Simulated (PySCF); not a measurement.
SMILES [CH3][InH][CH3] at its B3LYP/def2-SVP optimised geometry (Å):

```
10

In    -0.3785     0.6037     0.0000
H     -1.2259     2.1402     0.0000
C      1.8135     0.6037     0.0000
H      2.1868     1.1547    -0.8780
H      2.2214    -0.4173    -0.0171
H      2.1833     1.1217     0.8996
C     -1.5486    -1.2497     0.0046
H     -2.2214    -1.2678    -0.8677
H     -2.1761    -1.2889     0.9097
H     -0.9039    -2.1402    -0.0215
```

Level of theory: B3LYP/def2-TZVP, def2 effective core potentials past Kr run with PySCF. The core electrons that the potentials of In replace are not part of the density. Cells within 0.4 Å of a nucleus heavier than hydrogen are left out (blank, or x).

Map of the deformation density (molecule minus spherical neutral atoms) (e/bohr³) on the plane z = 0.0 Å:

```
|1111111111111111111111111111111|
|1111111111111111111111111111111|
|1111111111111111111111111111111|
|1111111111111111111111111111111|
|1111111111111111111111111111111|
|1111111111111111111111111111111|
|1111111111111111111111111111111|
|1111111111122211111111111111111|
|1111111111263211111111111111111|
|1111111111344221111111111111111|
|1111111111232111111111111111111|
|1111111111221001122111211111111|
|1111111111110xx002333x311111111|
|1111111111110xxx0234xxx10111111|
|1111111111110xx002333x521111111|
|1111111111221001122225841111111|
|1111111111232111111124951111111|
|1111111111343211111112321111111|
|1111111112x43211111111000111111|
|111111112xxx2111111111001111111|
|111111112xx64211111111111111111|
|1111111111476211111111111111111|
|1111111111369211111111111111111|
|1111111111122001111111111111111|
|1111111111110011111111111111111|
|1111111111111111111111111111111|
|1111111111111111111111111111111|
|1111111111111111111111111111111|
|1111111111111111111111111111111|
|1111111111111111111111111111111|
|1111111111111111111111111111111|
```
Scale: ten equal steps from -0.020 (start of '0') to 0.119 (end of '9'), in the order '0123456789'; x runs from -4.50 to 4.50, y from -4.50 (bottom) to 4.50 (top).
